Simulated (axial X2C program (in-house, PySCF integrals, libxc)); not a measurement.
Spin–orbit effects along a row: molecules with Na (ions), PBE0

Calculated with an in-house relativistic program for diatomic molecules, spin-free (one-electron X2C) or two-component (2c: spin–orbit coupling with atomic mean-field Coulomb and Gaunt terms, which also bring small scalar terms), in Dyall basis sets with cores contracted in-house; open shells are unrestricted.

Basis sets: Ag dyall-acv3z, I dyall-acv3z, Na dyall-av3z, Nb dyall-acv3z, Pd dyall-acv3z, Rh dyall-acv3z, Ru dyall-acv3z, Sb dyall-acv3z, Sn dyall-acv3z, Te dyall-acv3z, Zr dyall-acv3z.

```
molecule   spin-free state  Re (Å)  ωe (cm⁻¹)  De (eV)  2c state  Re 2c (Å)  ωe 2c (cm⁻¹)  De 2c (eV)
   NaZr⁻    M_S = 2, Λ = 2   3.414      106.0      n/a     Ω = 4      3.413         106.0         n/a
   NaNb⁻  M_S = 5/2, Λ = 0   3.416      107.2      n/a   Ω = 5/2      3.415         107.0         n/a
   NaRu⁻    M_S = 2, Λ = 2   3.108      128.2     0.88     Ω = 4      3.107         128.1         n/a
   NaRh⁻  M_S = 3/2, Λ = 2   2.961      136.9     0.98   Ω = 7/2      2.961         136.9         n/a
   NaPd⁻    M_S = 0, Λ = 0   2.618      191.0     1.33     Ω = 0      2.617         190.9        1.34
   NaAg⁻  M_S = 1/2, Λ = 0   2.898      137.9     0.89   Ω = 1/2      2.898         137.9        0.89
   NaSn⁻    M_S = 1, Λ = 0   3.093      143.4     0.93     Ω = 1      3.093         143.2        0.93
   NaSb⁻  M_S = 3/2, Λ = 0   3.107      151.5     1.05   Ω = 3/2      2.978         154.4        1.06
   NaTe⁻    M_S = 0, Λ = 0   2.710      255.4     1.42     Ω = 0      2.725         246.2        1.30
    NaI⁻  M_S = 1/2, Λ = 0   2.913      175.6     0.94   Ω = 1/2      2.916         174.7        0.94
```

Fragments in 2c: Zr- + Na, Nb + Na-, Ru- + Na, Rh- + Na, Pd- + Na, Ag- + Na, Sn- + Na, Sb- + Na, Te- + Na, I- + Na. Each entry is the lowest single determinant of a limited PBE0 search at one distance. De goes to single-determinant-based atoms at the same level (for ions the charge split of lowest energy) and is withheld (n/a) where an atom does not fit its ground term or J level. Main or longest-lived isotopes. One determinant is a doubtful description, or other states lie close, for NaZr⁻, NaNb⁻, NaRu⁻, NaRh⁻, NaPd⁻, NaSn⁻, NaSb⁻; these need not be ground states, and all values refer to the states named. Some open-shell Ω = 0 determinants are out of reach, so the Ω given for NaZr⁻, NaRu⁻, NaSn⁻ need not be the lowest component. With several unpaired electrons the Ω given is that of one determinant, not necessarily of the lowest component. The functionals have no current term, which raises determinants with orbital currents. Where the atoms have a lower orbital projection than the molecule, De at mean-field level may be about a tenth of an eV too small.
